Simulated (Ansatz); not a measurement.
`C=C[SiH2][AlH2]` + CH₃OH → `CO[SiH2][AlH2]` + `C=C` at 600 K and 1 bar (ligand exchange at the Si–C bond).

Program: Ansatz. Geometries: PBE0-D4/def2-TZVP. ΔE: electronic, gas phase. CCSD(T)/CBS adds triple-zeta CCSD(T) − MP2 to the extrapolated MP2 energy (def2 sets, frozen cores). This one scheme is used for every species. One conformer a species, not always the lowest.

| species | CCSD(T)/CBS energy (Eh) | H − E (kJ/mol) | S (J/(mol·K)) |
| --- | --- | --- | --- |
| `C=C[SiH2][AlH2]` | -611.35956 | 255.3 | 456.4 |
| CH₃OH | -115.61712 | 163.6 | 277.3 |
| `CO[SiH2][AlH2]` | -648.52635 | 255.8 | 461.3 |
| `C=C` | -78.48111 | 161.6 | 257.2 |

H − E and S are ideal-gas, rigid-rotor, harmonic terms from PBE0-D4/def2-TZVP, for one conformer and one mirror image of each species. 1 Eh = 2625.50 kJ/mol, R = 8.31446 J/(mol·K).

Problem. By hand: ΔE, ΔH, ΔS and ΔG.

Solution. ΔE = (-648.52635) + (-78.48111) − (-611.35956) − (-115.61712) = -0.03078 Eh = -80.8 kJ/mol. Δ(H − E) = 255.8 + 161.6 − 255.3 − 163.6 = -1.5, so ΔH = -82.3 kJ/mol. ΔS = 461.3 + 257.2 − 456.4 − 277.3 = -15.2 J/(mol·K). ΔG = -82.3 − 600 × (-15.2)/1000 = -73.2 kJ/mol.

Problem. By hand: the equilibrium constant, and the temperature at which ΔG would vanish if ΔH and ΔS stayed fixed.

Solution. log₁₀ K = −ΔG/(RT ln 10) = 6.4. ΔG = 0 at ΔH/ΔS = 5414 K, far beyond where these terms or the molecules hold.

ΔH outweighs TΔS. A doubt of 5 kJ/mol in ΔE shifts log₁₀ K by 0.4 here. Other conformers and mirror images would add mixing entropy, several J/(mol·K) or more a flexible species. Modes under 60 cm⁻¹, often nearly free rotors, make the harmonic entropy too high. These are equilibria of isolated gas molecules and say nothing of rates. Largest T1 diagnostic: 0.012 (customary marks: 0.02 for closed shells, 0.045 for open ones).
